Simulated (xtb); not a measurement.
Se(Cl)(SeH) (ClHSe₂), SMILES Cl[Se][SeH]. All values are semi-empirical tight-binding results from xtb (GFN2-xTB unless named), good for trends rather than for accurate numbers. The structure is a stationary point at GFN2-xTB. One conformer was computed; it need not be the lowest.

Optimised geometry:

Bonded distances (Å): Se1–Cl2 2.157, Se1–Se3 2.271, Se3–H4 1.462. Bond angles (°): Cl2–Se1–Se3 103.5, Se1–Se3–H4 98.4.
Charge 0, spin multiplicity 1.

orbital gap: 3.14 eV
zero-point energy: 5.1 kcal/mol
G − E(el) at 298.15 K (modified RRHO): -14.2 kcal/mol
static polarisability (D4 model): 70.9 bohr³
solvation energy, GFN2-xTB/ALPB(water): -0.6 kcal/mol
solvation energy, GFN2-xTB/ALPB(methanol): -3.3 kcal/mol

Computed atomic charges and the Wiberg bond orders between heavy atoms:
charges (e) Se1 0.01, Cl2 -0.08, Se3 -0.07, H4 0.14. Bond orders Se1–Cl2 1.23, Se1–Se3 1.39.
